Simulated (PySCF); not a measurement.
Choosing a molecule for a target property.

All species are isolated and taken at one optimised geometry, non-relativistic unless stated; the electronic structure was computed with PySCF and density fitting.

Dipoles, sizes and rotational constants follow the conformer. The torsions of the flexible species, by atom-mapped SMILES:
- `[CH3:1][NH:2][C@@H:3]([CH3:4])[C:5]([F:6])([F:7])[F:8]`: C1–N2–C3–C4 152°, N2–C3–C5–F6 -179°
- `[H]/[N:6]=[CH:5]/[C@@H:3]([NH:2][CH3:1])[CH3:4]`: C1–N2–C3–C4 163°, N2–C3–C5–N6 -11°
- `[SH:1][CH2:2][n+:3]1[cH:4][cH:5][o:6][cH:7]1`: S1–C2–N3–C4 -93°, H–S1–C2–N3 87°
- `[CH2:1]=[CH:2][CH2:3][NH2+:4][CH3:5]`: C1–C2–C3–N4 0°, C2–C3–N4–C5 180°
- `[CH3:1][NH:2][C@H:3]([CH3:4])[CH:5]([F:6])[F:7]`: C1–N2–C3–C4 -166°, N2–C3–C5–F6 -71°
- `[CH3:1][CH2:2][C@H:3]([NH2:4])[C:5]([F:6])([F:7])[F:8]`: C1–C2–C3–N4 -158°, C2–C3–C5–F6 177°, H–N4–C3–C2 179°, H–N4–C3–C2 -60°
- `[CH3:1][CH2:2][NH:3][CH2:4][CH:5]([F:6])[F:7]`: C1–C2–N3–C4 -179°, C2–N3–C4–C5 180°, N3–C4–C5–F6 169°

Question: Wanted: static isotropic polarisability below 51 au (PBE0/def2-SVPD) and HOMO–LUMO gap above 7 eV (PBE0/def2-SVPD), at GFN2-xTB geometries. Which candidate meets both?
A. `SC[n+]1ccoc1`
B. `C(/[C@@H](NC)C)=N\[H]`
C. `C1CCC1[NH3+]`
D. `CN[C@@H](C)C(F)(F)F`
E. `C=CC[NH2+]C`

Answer: C. Computed values:
```
              species  static isotropic polarisability  HOMO–LUMO gap
         C1CCC1[NH3+]                          49.6 au        8.77 eV
          C=CC[NH2+]C                          52.8 au        7.74 eV
  CN[C@@H](C)C(F)(F)F                          61.1 au        7.60 eV
C(/[C@@H](NC)C)=N\[H]                          66.1 au        6.06 eV
         SC[n+]1ccoc1                          69.3 au        5.17 eV
```

Question: Wanted: lowest triplet excitation (Tamm–Dancoff) between 4 eV and 6 eV (TDA PBE0/def2-SVPD) and HOMO energy below -12 eV (PBE0/def2-SVPD), at GFN2-xTB geometries. Which candidate meets both?
A. `c1oc[n+](CS)c1`
B. `CN[C@@H](C)C(F)(F)F`
C. `C=CC[NH2+]C`
D. `C(F)(F)([C@@H](N)CC)F`
E. `[H]/N=C/[C@H](C)NC`
F. `CN[C@H](C)C(F)F`
G. `[NH3+]C1CCC1`

Answer: C. Computed values:
| species | lowest triplet excitation (Tamm–Dancoff) | HOMO energy |
| --- | --- | --- |
| c1oc[n+](CS)c1 | 3.73 eV | -11.68 eV |
| [H]/N=C/[C@H](C)NC | 4.33 eV | -6.31 eV |
| C=CC[NH2+]C | 4.57 eV | -12.33 eV |
| CN[C@H](C)C(F)F | 5.87 eV | -6.74 eV |
| CN[C@@H](C)C(F)(F)F | 6.07 eV | -7.04 eV |
| C(F)(F)([C@@H](N)CC)F | 6.63 eV | -7.60 eV |
| [NH3+]C1CCC1 | 7.60 eV | -13.54 eV |

Question: Wanted: smallest rotational constant below 1.8 GHz (GFN2-xTB) and dipole moment above 3 D (PBE0/def2-SVPD), at GFN2-xTB geometries. Which candidate meets both?
A. `CN[C@H](C)C(F)F`
B. `FC(CNCC)F`
C. `[C@@H](NC)(C(F)(F)F)C`
D. `[H]/N=C/[C@H](C)NC`

Answer: C. Computed values:
| species | smallest rotational constant | dipole moment |
| --- | --- | --- |
| FC(CNCC)F | 0.964 GHz | 2.32 D |
| [C@@H](NC)(C(F)(F)F)C | 1.358 GHz | 3.27 D |
| CN[C@H](C)C(F)F | 1.416 GHz | 1.81 D |
| [H]/N=C/[C@H](C)NC | 2.122 GHz | 2.07 D |

Question: Wanted: lowest singlet excitation between 6.2 eV and 7 eV (TDDFT PBE0/def2-SVPD) and electronic spatial extent ⟨r²⟩ about the centre of nuclear charge below 600 bohr² (PBE0/def2-SVPD), at GFN2-xTB geometries. Which candidate meets both?
A. `[H]/N=C/[C@H](C)NC`
B. `C=CC[NH2+]C`
C. `[NH3+]C1CCC1`
D. `CN[C@@H](C)C(F)(F)F`
E. `CN[C@H](C)C(F)F`
F. `SC[n+]1ccoc1`

Answer: B. Computed values:
| species | lowest singlet excitation | electronic spatial extent ⟨r²⟩ about the centre of nuclear charge |
| --- | --- | --- |
| SC[n+]1ccoc1 | 4.03 eV | 935 bohr² |
| [H]/N=C/[C@H](C)NC | 4.72 eV | 646 bohr² |
| CN[C@H](C)C(F)F | 6.09 eV | 840 bohr² |
| CN[C@@H](C)C(F)(F)F | 6.30 eV | 947 bohr² |
| C=CC[NH2+]C | 6.55 eV | 550 bohr² |
| [NH3+]C1CCC1 | 7.68 eV | 423 bohr² |
